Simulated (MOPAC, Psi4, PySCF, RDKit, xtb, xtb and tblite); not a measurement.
Two geometries of SMILES c1(occc1)CCC=O (C7H8O2), relaxed at GFN2-xTB with one dihedral held; other torsions can differ between them too.

Structure A

```
17

O     -1.8497     2.1859     0.9086
C     -1.9530     1.0217     0.6496
C     -1.7987     0.4286    -0.7230
C     -0.3145     0.0535    -0.9348
C      0.5743     1.2425    -0.8052
C      0.8926     2.2393    -1.6796
C      1.7502     3.1221    -0.9788
C      1.8857     2.5968     0.2670
O      1.1796     1.4599     0.3815
H     -2.1130     0.2707     1.4492
H     -2.4174    -0.4624    -0.8263
H     -2.0820     1.1706    -1.4710
H     -0.0181    -0.6889    -0.1909
H     -0.2054    -0.3807    -1.9298
H      0.5615     2.3330    -2.6939
H      2.1973     4.0195    -1.3538
H      2.4346     2.9213     1.1282
```

Structure B

```
17

O      0.8852     2.7562    -0.3842
C      1.3031     1.8349     0.2572
C      1.9032     0.5865    -0.3346
C      3.1402     0.9477    -1.1814
C      4.2357     1.4925    -0.3306
C      4.6078     2.7719    -0.0423
C      5.6990     2.6756     0.8567
C      5.9059     1.3468     1.0495
O      5.0253     0.6217     0.3374
H      1.2716     1.8552     1.3643
H      1.1584     0.1287    -0.9895
H      2.1768    -0.1200     0.4481
H      2.8565     1.6964    -1.9215
H      3.4932     0.0506    -1.6931
H      4.1604     3.6673    -0.4222
H      6.2478     3.4846     1.2930
H      6.6185     0.8080     1.6418
```

Question: Which is lower in energy at the level PBE0-D3(BJ)/def2-SVP // GFN2-xTB in Psi4 1.11, and by how much?

Answer: B is lower, by 1.43 kcal/mol (dihedral O1–C2–C3–C4: 90° in A, 60° in B).

E(B) − E(A) in kcal/mol at the other levels, on the same two geometries: GFN2-xTB (xtb and tblite) 0.37; MMFF94 // GFN2-xTB (RDKit) -3.96; PBE0/def2-SVP // GFN2-xTB (Psi4) -1.56; PBE/def2-SVP // GFN2-xTB (Psi4) -1.27; PBE-D3(BJ)/def2-SVP // GFN2-xTB (Psi4) -1.13; UFF // GFN2-xTB (RDKit) -1.90; PM6, restricted, heats of formation // GFN2-xTB (MOPAC) -2.41; PM3, restricted, heats of formation // GFN2-xTB (MOPAC) -1.81; GFN1-xTB // GFN2-xTB (xtb) -1.15; restricted B3LYP/6-31G*, spherical d, density fitting // GFN2-xTB (PySCF) -1.65; restricted LDA (SVWN5)/6-31G*, spherical d, density fitting // GFN2-xTB (PySCF) -1.08; restricted Hartree-Fock/6-31G*, spherical d, density fitting // GFN2-xTB (PySCF) -2.71; restricted MP2 (frozen core)/6-31G*, spherical d // GFN2-xTB (PySCF) -1.08.
